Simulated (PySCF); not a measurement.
PySCF input (HF/def2-SVP):

```python
import numpy as np, basis_set_exchange as bse
from pyscf import gto, scf, dft, df

basis = {'N': gto.basis.parse(bse.get_basis('def2-SVP', elements=['N'], fmt='nwchem')), 'P': gto.basis.parse(bse.get_basis('def2-SVP', elements=['P'], fmt='nwchem'))}
mol = gto.M(
    atom='''
    N    -0.00000000   -0.00000000   -1.01096879
    P     0.00000000    0.00000000    0.47178544
    ''',
    basis=basis,
    charge=0,
    verbose=4,
    max_memory=1839,
)
mf = scf.RHF(mol)
mf = mf.density_fit(auxbasis=df.autoaux(mol))
mf.conv_tol = 1e-9
mf.max_cycle = 100
print('smallest overlap eigenvalue', np.linalg.eigvalsh(mol.intor('int1e_ovlp'))[0])
mf.kernel()
dip = mf.dip_moment()
```

Output:

```
PySCF version 2.14.0

[INPUT] verbose = 4
[INPUT] num. atoms = 2
[INPUT] num. electrons = 22
[INPUT] charge = 0
[INPUT] spin (= nelec alpha-beta = 2S) = 0
[INPUT] symmetry False subgroup None
[INPUT] Mole.unit = angstrom
[INPUT] Symbol           X                Y                Z      unit          X                Y                Z       unit  Magmom
[INPUT]  1 N      0.000000000000   0.000000000000  -1.010968790000 AA    0.000000000000   0.000000000000  -1.910454133583 Bohr   0.0
[INPUT]  2 P      0.000000000000   0.000000000000   0.471785440000 AA    0.000000000000   0.000000000000   0.891545271157 Bohr   0.0

nuclear repulsion = 37.4732413655633
number of shells = 14
number of NR pGTOs = 60
number of NR cGTOs = 32
basis = {'N': [[0, [1712.8415853, -0.0053934125305], [257.64812677, -0.040221581118], [58.458245853, -0.1793114499], [16.198367905, -0.46376317823], [5.0052600809, -0.44171422662]], [0, [0.58731856571, 1.0]], [0, [0.18764592253, 1.0]], [1, [13.571470233, -0.040072398852], [2.9257372874, -0.21807045028], [0.79927750754, -0.51294466049]], [1, [0.21954348034, 1.0]], [2, [1.0, 1.0]]], 'P': [[0, [8002.4795106, 0.0057503489302], [1203.681359, 0.043007628959], [273.44227031, 0.19363986252], [76.655541517, 0.49651693399], [23.516927435, 0.44983262479]], [0, [39.791683439, 0.095188129789], [4.2770343323, -0.57649840368], [1.6940256888, -0.54239583865]], [0, [0.27567674644, 1.0]], [0, [0.10495590099, 1.0]], [1, [219.50755823, 0.0092100565257], [51.27415503, 0.065409765745], [15.921595892, 0.24033730279], [5.5069913481, 0.46318321788], [1.9537719426, 0.37392563382]], [1, [0.47803397932, 1.0]], [1, [0.13657952621, 1.0]], [2, [0.45, 1.0]]]}
ecp = {}
ETB for P: l = 0, exps = 0.20991180198 * 1.8^n , n = 0..16
ETB for P: l = 1, exps = 0.24153542719999999 * 1.8^n , n = 0..13
ETB for P: l = 2, exps = 0.27315905242 * 1.8^n , n = 0..12
ETB for P: l = 3, exps = 0.58657952621 * 2.2^n , n = 0..3
ETB for N: l = 0, exps = 0.37529184506 * 1.8^n , n = 0..13
ETB for N: l = 1, exps = 0.40718940287000005 * 1.8^n , n = 0..10
ETB for N: l = 2, exps = 0.43908696068 * 1.8^n , n = 0..9
ETB for N: l = 3, exps = 1.21954348034 * 2.2^n , n = 0..1
smallest overlap eigenvalue 0.017956298062687698

******** <class 'pyscf.df.df_jk.DFRHF'> ********
method = DFRHF
initial guess = minao
damping factor = 0
level_shift factor = 0
DIIS = <class 'pyscf.scf.diis.CDIIS'>
diis_start_cycle = 1
diis_space = 8
diis_damp = 0
SCF conv_tol = 1e-09
SCF conv_tol_grad = None
SCF max_cycles = 100
direct_scf = False
Set gradient conv threshold to 3.16228e-05
Initial guess from minao.
******** <class 'pyscf.df.df.DF'> ********
auxbasis = {'P': [[0, [np.float64(2549.1590804092352), 1]], [0, [np.float64(1416.199489116242), 1]], [0, [np.float64(786.7774939534678), 1]], [0, [np.float64(437.0986077519265), 1]], [0, [np.float64(242.8325598621814), 1]], [0, [np.float64(134.90697770121187), 1]], [0, [np.float64(74.94832094511771), 1]], [0, [np.float64(41.637956080620945), 1]], [0, [np.float64(23.132197822567193), 1]], [0, [np.float64(12.851221012537328), 1]], [0, [np.float64(7.139567229187405), 1]], [0, [np.float64(3.966426238437447), 1]], [0, [np.float64(2.203570132465248), 1]], [0, [np.float64(1.2242056291473602), 1]], [0, [np.float64(0.6801142384152), 1]], [0, [np.float64(0.377841243564), 1]], [0, [np.float64(0.20991180198), 1]], [1, [np.float64(502.94837144004777), 1]], [1, [np.float64(279.4157619111377), 1]], [1, [np.float64(155.2309788395209), 1]], [1, [np.float64(86.23943268862273), 1]], [1, [np.float64(47.910795938123734), 1]], [1, [np.float64(26.617108854513184), 1]], [1, [np.float64(14.787282696951769), 1]], [1, [np.float64(8.215157053862093), 1]], [1, [np.float64(4.563976141034496), 1]], [1, [np.float64(2.5355423005747197), 1]], [1, [np.float64(1.4086346114304), 1]], [1, [np.float64(0.782574784128), 1]], [1, [np.float64(0.43476376895999996), 1]], [1, [np.float64(0.24153542719999999), 1]], [2, [np.float64(315.99896396009393), 1]], [2, [np.float64(175.55497997782993), 1]], [2, [np.float64(97.53054443212775), 1]], [2, [np.float64(54.18363579562652), 1]], [2, [np.float64(30.10201988645918), 1]], [2, [np.float64(16.72334438136621), 1]], [2, [np.float64(9.290746878536783), 1]], [2, [np.float64(5.161526043631546), 1]], [2, [np.float64(2.867514468684192), 1]], [2, [np.float64(1.59306359371344), 1]], [2, [np.float64(0.8850353298408), 1]], [2, [np.float64(0.491686294356), 1]], [2, [np.float64(0.27315905242), 1]], [3, [np.float64(6.245898795084082), 1]], [3, [np.float64(2.8390449068564005), 1]], [3, [np.float64(1.290474957662), 1]], [3, [np.float64(0.58657952621), 1]]], 'N': [[0, [np.float64(781.4688904057291), 1]], [0, [np.float64(434.1493835587384), 1]], [0, [np.float64(241.19410197707683), 1]], [0, [np.float64(133.99672332059825), 1]], [0, [np.float64(74.44262406699903), 1]], [0, [np.float64(41.357013370555016), 1]], [0, [np.float64(22.97611853919723), 1]], [0, [np.float64(12.764510299554015), 1]], [0, [np.float64(7.091394610863342), 1]], [0, [np.float64(3.9396636727018564), 1]], [0, [np.float64(2.1887020403899204), 1]], [0, [np.float64(1.2159455779944002), 1]], [0, [np.float64(0.675525321108), 1]], [0, [np.float64(0.37529184506), 1]], [1, [np.float64(145.38564179759322), 1]], [1, [np.float64(80.76980099866289), 1]], [1, [np.float64(44.87211166592383), 1]], [1, [np.float64(24.928950925513238), 1]], [1, [np.float64(13.849417180840685), 1]], [1, [np.float64(7.694120656022603), 1]], [1, [np.float64(4.274511475568112), 1]], [1, [np.float64(2.3747285975378407), 1]], [1, [np.float64(1.3192936652988003), 1]], [1, [np.float64(0.7329409251660001), 1]], [1, [np.float64(0.40718940287000005), 1]], [2, [np.float64(87.09697793032674), 1]], [2, [np.float64(48.38720996129263), 1]], [2, [np.float64(26.881783311829242), 1]], [2, [np.float64(14.934324062127354), 1]], [2, [np.float64(8.296846701181863), 1]], [2, [np.float64(4.609359278434368), 1]], [2, [np.float64(2.5607551546857605), 1]], [2, [np.float64(1.4226417526032002), 1]], [2, [np.float64(0.790356529224), 1]], [2, [np.float64(0.43908696068), 1]], [3, [np.float64(2.6829956567480004), 1]], [3, [np.float64(1.21954348034), 1]]]}
init E= -394.885429960004
  HOMO = -0.320480406929128  LUMO = -0.0323712359690817  gap/eV = 7.83985
cycle= 1 E= -394.947816931098  delta_E= -0.0624  |g|= 0.334  |ddm|= 1.77
  HOMO = -0.422788907958319  LUMO = 0.0594850070278101  gap/eV = 13.12334
cycle= 2 E= -394.950778347574  delta_E= -0.00296  |g|= 0.366  |ddm|= 0.604
  HOMO = -0.452625537461947  LUMO = 0.0534437076272421  gap/eV = 13.77085
cycle= 3 E= -394.98410040135  delta_E= -0.0333  |g|= 0.0352  |ddm|= 0.324
  HOMO = -0.44153990865911  LUMO = 0.0658564674379378  gap/eV = 13.80696
cycle= 4 E= -394.98473764776  delta_E= -0.000637  |g|= 0.0134  |ddm|= 0.067
  HOMO = -0.44411261853101  LUMO = 0.0645766412921644  gap/eV = 13.84214
cycle= 5 E= -394.984841190163  delta_E= -0.000104  |g|= 0.00376  |ddm|= 0.0302
  HOMO = -0.443874725949574  LUMO = 0.0644667142177582  gap/eV = 13.83268
cycle= 6 E= -394.9848515328  delta_E= -1.03e-05  |g|= 0.00124  |ddm|= 0.0105
  HOMO = -0.443923376787205  LUMO = 0.0645073529411602  gap/eV = 13.83510
cycle= 7 E= -394.984852408742  delta_E= -8.76e-07  |g|= 0.000112  |ddm|= 0.00358
  HOMO = -0.443912253347158  LUMO = 0.0644938296209073  gap/eV = 13.83443
cycle= 8 E= -394.984852416218  delta_E= -7.48e-09  |g|= 1.1e-05  |ddm|= 0.000363
  HOMO = -0.443915083452456  LUMO = 0.0644917636991118  gap/eV = 13.83445
cycle= 9 E= -394.984852416282  delta_E= -6.38e-11  |g|= 1.28e-06  |ddm|= 3.79e-05
  HOMO = -0.443915284855237  LUMO = 0.0644918889989261  gap/eV = 13.83446
Extra cycle  E= -394.984852416282  delta_E= -3.41e-13  |g|= 8.8e-07  |ddm|= 3.58e-06
converged SCF energy = -394.984852416282
Dipole moment(X, Y, Z, Debye): -0.00000,  0.00000,  2.96357
```
